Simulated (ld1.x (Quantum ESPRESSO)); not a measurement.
**mercury: excitation energies, all-electron against TM**

mercury (Hg), norm-conserving Troullier–Martins (Kleinman–Bylander form), made with ld1.x (Quantum ESPRESSO) 7.5 (LDA (PZ), scalar-relativistic). Core [Xe] 4f14, reference 5d10 6s1.5 6p0 (charge +0.5). Waves: 6s (bound): rc 2.35 bohr; 5d (bound): rc 1.35 bohr; 6p (bound, empty): rc 2.30 bohr. Local part: the p channel. Core correction: Bessel-smoothed model core inside 0.80 bohr.

Energies are relative to the spin-unpolarised reference configuration 5d10 6s1.5 6p0; without spin polarisation the order of configurations can differ from experiment. Spin-polarised rows fill each open shell by Hund’s rule, majority spin first.

(1) Give the all-electron excitation energy and the error of the potential for: 5d10 6s2 6p0; 5d10 6s1 6p0; 5d10 6s0 6p0; 5d10 6s1 6p1; 5d9 6s2 6p0; 5d10 6s0 6p2; 5d9 6s2 6p1; 5d10 6s1.5 6p0 (spin-polarised); 5d10 6s1 6p0 (spin-polarised).

## Answers

(1)

```tsv
valence configuration	charge	ΔE all-electron (eV)	error AE − PS (meV)
5d10 6s2 6p0	0	-4.526	+0.4
5d10 6s1 6p0	+1	6.522	-4.2
5d10 6s0 6p0	+2	25.918	-40
5d10 6s1 6p1	0	1.637	-1.2
5d9 6s2 6p0	+1	11.206	-96
5d10 6s0 6p2	0	8.274	-9.8
5d9 6s2 6p1	0	5.829	-130
5d10 6s1.5 6p0 (spin-polarised)	+0.5	-0.036	-0.1
5d10 6s1 6p0 (spin-polarised)	+1	6.360	-5.6
```
